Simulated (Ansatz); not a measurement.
Cost and result for the atomization energy of BFH4O2Si, SMILES `OB(F)O[SiH3]` (9 atoms, 8 bonds).

```xyz
9

O    -0.177   -0.891   -1.508
B    -0.249    0.426   -1.182
F    -0.502    1.335   -2.125
O    -0.067    0.839    0.088
Si    0.259    0.007    1.481
H    -0.323   -1.061   -2.442
H     0.324    1.014    2.565
H     1.559   -0.698    1.362
H    -0.822   -0.971    1.759
```

Total charge 0; spin multiplicity 1. The geometry is a stationary point of PBE0-D4/def2-TZVP. It is one conformer, not always the lowest. Program: Ansatz. Hardware: A = 2 threads of an AMD EPYC 7R13 on a shared host; B = 2 threads of an AMD EPYC 7R13 on a shared host and a share of an NVIDIA H100 80 GB. Times are those of one run each, without the atoms' runs, and a repeat can differ threefold. Electronic energies, without spin–orbit coupling; frozen cores. CCSD(T)/CBS extrapolates def2-TZVPP and def2-QZVPP, and its time is that of the two runs behind it. T1 = 0.012. B3LYP takes the VWN-RPA correlation (the form of Gaussian; ORCA's B3LYP/G).

CCSD(T)/CBS is a level of theory with its own doubt, some kJ/mol a heavy atom from the limit and from the frozen cores, so smaller differences don't rank the functionals.

```
                                 level  functions  wall time  atomization (kJ/mol)  difference from CCSD(T)/CBS  per bond
   PBE-D4/def2-TZVPP (with forces) [A]        222      2.4 s                3702.9                         26.2       3.3
                PBE0-D4/def2-TZVPP [A]        222      2.8 s                3630.6                        -46.1      -5.8
 B3LYP-D4/def2-TZVPP (with forces) [A]        222      3.9 s                3657.5                        -19.2      -2.4
                CCSD(T)/def2-TZVPP [B]        222        4 s                3579.2                        -97.5     -12.2
r2SCAN-D4/def2-TZVPP (with forces) [A]        222      4.3 s                3681.5                          4.8       0.6
                 B2PLYP/def2-TZVPP [A]        222      5.5 s                3638.7                        -38.0      -4.7
                ωB97X-V/def2-TZVPP [A]        222        7 s                3673.5                         -3.2      -0.4
  ωB97M-V/def2-TZVPP (with forces) [A]        222      9.6 s                3681.7                          5.0       0.6
                CCSD(T)/def2-QZVPP [B]        418       21 s                3637.9                        -38.8      -4.8
                     CCSD(T)/CBS(def2)          –       25 s                3676.7                          0.0       0.0
```

The D4 term adds +25.0 kJ/mol with B3LYP and +13.0 kJ/mol with PBE0; it sums over pairs of atoms, weighted by their polarisabilities, and B3LYP, whose exchange is more repulsive, gets the larger term. In def2-TZVPP, CCSD(T) changes the Hartree–Fock value by +825.2 kJ/mol (the triples alone add +48.3 kJ/mol) and MP2 by +929.9 kJ/mol; breaking electron pairs costs correlation energy, which Hartree–Fock lacks. From PBE to PBE0 (25 % exact exchange), in def2-TZVPP and without D4, the atomization energy moves by −69.8 kJ/mol: exact exchange takes away binding that semilocal exchange gives to molecules.
